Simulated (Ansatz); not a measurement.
H2Se (SMILES [SeH2]), charge 0, multiplicity 1, relaxed at each level with Ansatz (a quantum-chemistry and plane-wave program); harmonic frequencies from differences of analytic forces, average atomic masses, frozen cores.

Question: Give the equilibrium geometry, the harmonic frequencies and the zero-point energy at PBE/def2-TZVPP.

Answer: 
(charge 0, multiplicity 1):
```xyz
3

Se     0.000     0.066     0.000
H     -1.047    -0.979     0.000
H      1.054    -0.972     0.000
```
Frequencies (cm⁻¹): 1022, 2364, 2378. Zero-point energy 8.24 kcal/mol.

Question: Give the equilibrium geometry, the harmonic frequencies and the zero-point energy at CCSD(T)/cc-pVQZ.

Answer: 
(charge 0, multiplicity 1):
```json
[
 {"atom": "Se", "x (Å)": "-0.0002", "y (Å)": "0.0559", "z (Å)": "0.0000"},
 {"atom": "H", "x (Å)": "-1.0461", "y (Å)": "-0.9737", "z (Å)": "0.0000"},
 {"atom": "H", "x (Å)": "1.0525", "y (Å)": "-0.9669", "z (Å)": "0.0000"}
]
```
Frequencies (cm⁻¹): 1055, 2446, 2458. Zero-point energy 8.52 kcal/mol.
